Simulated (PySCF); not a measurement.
Problem. What does the PBE0-D3(BJ)/def2-SVP structure of `[SiH3][SiH2][SiH2]BCl` look like in three dimensions?

Solution. 
```xyz
13
BClH8Si3 angstrom
Si    -2.098    0.706    0.043
Si    -0.614   -1.057    0.530
Si     1.320   -0.756   -0.785
B      2.290    0.709    0.190
Cl     1.662    2.341    0.123
H     -3.283    0.174   -0.698
H     -2.572    1.366    1.298
H     -1.423    1.728   -0.812
H     -1.262   -2.378    0.251
H     -0.233   -1.022    1.978
H      2.108   -2.023   -0.887
H      0.872   -0.331   -2.149
H      3.241    0.534    0.912
```

Any rigid rotation of these coordinates is as good. Atoms count from 1 in this order. B4 (three-coordinate boron) is planar (angles 124.4°, 119.2° and 116.1°, sum 359.8°, 0.04 Å off the plane of its three neighbours). Si3 (SiH2 silicon) is distorted tetrahedral (angles from 102.6° to 113.3°). Si1 (SiH3 silicon) is tetrahedral (angles from 108.6° to 110.9°). Si2 (SiH2 silicon) is tetrahedral (angles from 107.8° to 111.3°).

Bonds between heavy atoms (Å): Si1–Si2 2.356, Si2–Si3 2.358, Si3–B4 2.009, B4–Cl5 1.750.

Computed with PBE0-D3(BJ)/def2-SVP geometry optimisation, gas phase in PySCF.

Point group: C1 (no symmetry element, even within 0.4 Å). PBE0-D3(BJ)/def2-SVP frequencies: not computed here. The numbers are those of one conformer (Si1–Si2–Si3–B4 77°, Si2–Si3–B4–Cl5 -72°).
